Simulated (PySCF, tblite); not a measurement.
Species: C6H11F2NSi.
Cartesian coordinates in Å at the GFN2-xTB level; atoms count from 1:
```
atom  x, y, z in Å
F1    -1.1295    0.6409    1.9830
C2    -1.2258    1.1549    0.6937
C3    -2.5275    0.6917    0.0592
C4    -2.3347   -0.7409   -0.4300
N5    -1.0006   -0.8160   -0.9990
Si6    0.1042    0.3619   -0.4307
C7     1.5927   -0.2759    0.5186
C8     2.6830   -1.0031   -0.2311
C9     2.9226    0.3663    0.2936
F10    3.7636    0.5038    1.3588
H11   -1.2032    2.2396    0.8126
H12   -3.3574    0.7579    0.7632
H13   -2.7277    1.3418   -0.7922
H14   -3.0818   -0.9977   -1.1871
H15   -2.4417   -1.4394    0.4088
H16   -0.7810   -1.6939   -1.4377
H17    0.5007    1.2767   -1.5130
H18    1.4300   -0.6199    1.5330
H19    3.1847   -1.8185    0.2675
H20    2.5873   -1.1245   -1.2988
H21    3.0330    1.2116   -0.3731
```

Jobs on this species (21 atoms, 86 electrons) with PySCF (density fitting) and tblite. Hardware of each: Arm Neoverse V1, one thread, on a shared host. Times come from a shared host and carry two figures at best.

| level and settings | work | basis functions | SCF cycles | wall time |
| --- | --- | --- | --- | --- |
| GFN2-xTB | Hessian by finite differences | – | – | ? |
| GFN2-xTB | L-BFGS relaxation | – | – | 0.66 s |
| PBE0/pcSseg-1 | shieldings, ring-centre shieldings, charges and field gradients | 232 | 12 | 58 s |

Q: Fill in the missing figures.

A: 
- GFN2-xTB; Hessian by finite differences: 1.0 s

Q: What do all jobs in the table cost together?

A: About 60 s; the longest takes about 97 % of that, and about 88 times as long as the shortest.
